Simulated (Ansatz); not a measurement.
Total energies of `[CH3][Cd][OH]`.

```json
{"atom": "C1", "x (Å)": "-0.848", "y (Å)": "1.062", "z (Å)": "-0.113"}
{"atom": "Cd2", "x (Å)": "0.482", "y (Å)": "-0.543", "z (Å)": "-0.066"}
{"atom": "O3", "x (Å)": "1.768", "y (Å)": "-2.040", "z (Å)": "-0.141"}
{"atom": "H4", "x (Å)": "-0.299", "y (Å)": "2.001", "z (Å)": "-0.187"}
{"atom": "H5", "x (Å)": "-1.449", "y (Å)": "1.075", "z (Å)": "0.798"}
{"atom": "H6", "x (Å)": "-1.512", "y (Å)": "0.971", "z (Å)": "-0.973"}
{"atom": "H7", "x (Å)": "1.858", "y (Å)": "-2.526", "z (Å)": "0.681"}
```

Total charge 0; spin multiplicity 1. Correlated methods include outer-core shells of Cd, which these sets cover unevenly. Cd: def2 effective core potential. The structure was optimised at the PBE0-D4/def2-TZVP level. It is one conformer, not always the lowest. Basis def2-TZVPP, Ansatz 0.2.0.

RPA on PBE orbitals: Hartree–Fock energy of these orbitals -281.91405 Eh, correlation -1.64803 Eh (frozen core).

| functional | energy without D4 (Eh) | D4 term (kJ/mol) |
| --- | --- | --- |
| B3LYP | -283.61599 | -14.7 |
| ωB97X-V | -283.48387 | – |

Give the same for LDA (SPW92), PBE, revPBE, BLYP, r2SCAN, B97M-V, PBE0, r2SCANh, r2SCAN0, HSE06 (plane-wave form), BHLYP, CAM-B3LYP, LC-ωPBE, ωB97M-V, B2PLYP, PBE-QIDH. (An estimate is asked.)

Computed: 
```json
{"functional": "LDA (SPW92)", "energy without D4 (Eh)": "-282.33346", "D4 term (kJ/mol)": "–"}
{"functional": "PBE", "energy without D4 (Eh)": "-283.42012", "D4 term (kJ/mol)": "-9.0"}
{"functional": "revPBE", "energy without D4 (Eh)": "-283.56986", "D4 term (kJ/mol)": "-28.2"}
{"functional": "BLYP", "energy without D4 (Eh)": "-283.47938", "D4 term (kJ/mol)": "-20.1"}
{"functional": "r2SCAN", "energy without D4 (Eh)": "-283.54808", "D4 term (kJ/mol)": "-2.1"}
{"functional": "B97M-V", "energy without D4 (Eh)": "-283.52209", "D4 term (kJ/mol)": "–"}
{"functional": "PBE0", "energy without D4 (Eh)": "-283.41274", "D4 term (kJ/mol)": "-7.5"}
{"functional": "r2SCANh", "energy without D4 (Eh)": "-283.52505", "D4 term (kJ/mol)": "-2.2"}
{"functional": "r2SCAN0", "energy without D4 (Eh)": "-283.49178", "D4 term (kJ/mol)": "-2.5"}
{"functional": "HSE06 (plane-wave form)", "energy without D4 (Eh)": "-283.40569", "D4 term (kJ/mol)": "-7.0"}
{"functional": "BHLYP", "energy without D4 (Eh)": "-283.39146", "D4 term (kJ/mol)": "-11.6"}
{"functional": "CAM-B3LYP", "energy without D4 (Eh)": "-283.47374", "D4 term (kJ/mol)": "-7.6"}
{"functional": "LC-ωPBE", "energy without D4 (Eh)": "-283.50704", "D4 term (kJ/mol)": "–"}
{"functional": "ωB97M-V", "energy without D4 (Eh)": "-283.43658", "D4 term (kJ/mol)": "–"}
{"functional": "B2PLYP", "energy without D4 (Eh)": "-283.38409", "D4 term (kJ/mol)": "–"}
{"functional": "PBE-QIDH", "energy without D4 (Eh)": "-283.35263", "D4 term (kJ/mol)": "–"}
```

B3LYP takes the VWN-RPA correlation (the form of Gaussian; ORCA's B3LYP/G). HSE06 is the plane-wave form, built on full-range PBE exchange. The double hybrids freeze the cores in their second-order part.

LC-ωPBE has ω = 0.4 bohr⁻¹.
